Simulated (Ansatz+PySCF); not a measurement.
Two shapes of singlet Li4F4.

Shape 1:

```xyz
8

Li   -0.8556   -0.8556   -0.8556
F    -0.9490   -0.9490    0.9490
F    -0.9490    0.9490   -0.9490
Li   -0.8556    0.8556    0.8556
F     0.9490   -0.9490   -0.9490
Li    0.8556   -0.8556    0.8556
Li    0.8556    0.8556   -0.8556
F     0.9490    0.9490    0.9490
```

Shape 2:

```xyz
8

Li   -0.8597   -0.8957   -0.8851
F    -0.9644   -0.9045    0.9321
F    -0.9933    0.9720   -0.9514
Li   -0.8254    0.8315    0.8239
F     0.9397   -0.9953   -0.9654
Li    0.8569   -0.9044    0.8447
Li    0.8854    0.8924   -0.8397
F     0.9017    0.9352    0.9404
```

Basis set: def2-SVP (spherical functions). Correlated methods keep 4 orbitals frozen. Charge 0, multiplicity 1.

Computed with Ansatz (development build ahead of 0.2.0) and PySCF 2.14.0; each method stands on the lowest determinant of its kind that the runs found.

Which shape is lower in energy, and by how much in each method?

```tsv
method	E(2) − E(1) (eV)
RHF	0.084
UHF	0.084
RHF-MP2	0.078
r²SCAN (unrestricted)	0.079
ωB97X (unrestricted)	0.087
```

Shape 1 is lower.
